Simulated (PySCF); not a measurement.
Simulated outer-valence photoelectron spectrum of `FC1(Br)C=C1`. Theory: EOM-IP-CCSD/aug-cc-pVDZ in PySCF, restricted Hartree–Fock reference, frozen core, non-relativistic, gas phase, PBE0-D3(BJ)/def2-SVP geometry.

Each root has a Gaussian of 0.3 eV full width with its one-hole share as area; cross sections and vibrations are left out, and the highest printed point is 100.

ionisation energy (eV), intensity and a bar:
```
      9.8          1 
     10.0         32 ##########
     10.2        100 ##############################
     10.4         89 ###########################
     10.6         18 #####
     10.8          0 
     11.0          0 
     11.2          4 #
     11.4         53 ################
     11.6         58 #################
     11.8          7 ##
     12.0         31 #########
     12.2         72 ######################
     12.4         15 ####
     12.6         20 ######
     12.8         75 ######################
     13.0         24 #######
     13.2          1 
     13.4          0 
     13.6          0 
     13.8          0 
     14.0          0 
     14.2          0 
     14.4          0 
     14.6          0 
     14.8          1 
     15.0         24 #######
     15.2         74 ######################
     15.4         19 ######
     15.6          0 
     15.8          1 
     16.0         22 #######
     16.2         73 ######################
     16.4         26 ########
     16.6         57 #################
     16.8         51 ###############
     17.0          4 #
```

Where are the maxima, and how many lines lie under the curve?

7 maxima, at 10.3, 11.5, 12.2, 12.8, 15.2, 16.2 and 16.7 eV, from 8 lines. At this width some lines have no maximum of their own.

List the lines with their holes.

| E (eV) | leading hole (HF orbital) | area | Koopmans (eV) |
| --- | --- | --- | --- |
| 10.17 | HOMO-1 | 0.96 | 10.85 |
| 10.38 | HOMO | 0.96 | 10.82 |
| 11.51 | HOMO-2 | 0.96 | 11.88 |
| 12.17 | HOMO-3 | 0.95 | 13.58 |
| 12.81 | HOMO-4 | 0.95 | 13.96 |
| 15.19 | HOMO-5 | 0.94 | 16.88 |
| 16.20 | HOMO-6 | 0.94 | 18.92 |
| 16.69 | HOMO-7 | 0.93 | 19.07 |

The widest gap, 2.38 eV, lies between 12.81 and 15.19 eV. Only orbitals with −ε under 21 eV, eight at most, were ionised, so the high end of the curve may lack lines.
